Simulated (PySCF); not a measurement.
**Working out the ionisation energy of Rh(2+)**

Rh(2+) [Kr] 4d7 (4F) → Rh(3+) [Kr] 4d6 (5D). Computed with PySCF 2.14 in aug-cc-pVDZ-PP with ECP28MDF (5s5p4d2f, 54 functions), with scalar relativity through the core potential. Frozen: 4s2 4p6. Energies in hartree (1 hartree = 27.21139 eV):

```tsv
part	Rh(2+) (lower)	Rh(3+) (upper)
UHF	-108.562210	-107.483979
MP2 opposite-spin	-0.066685	-0.031478
MP2 same-spin	-0.050663	-0.045120
```

Task: What does Hartree-Fock give?

Result: (-107.483979) − (-108.562210) = 1.078231 hartree = 29.340 eV.

Task: What do MP2 and SCS-MP2 (6/5 opposite-spin, 1/3 same-spin) give?

Result: The opposite-spin parts differ by 0.958 eV and the same-spin parts by 0.151 eV. MP2: 29.340 + (0.958) + (0.151) = 30.449 eV. SCS-MP2: 29.340 + 1.2 × (0.958) + (0.151)/3 = 30.540 eV.

Reference: 31.06 eV (semi-empirical (NIST evaluation); NIST Atomic Spectra Database, ionization energies), between the lowest levels; spin-orbit coupling is absent from the calculation.

A double-zeta basis recovers only part of the correlation energy.

What remains against the reference includes basis incompleteness, the frozen core and correlation beyond second order.
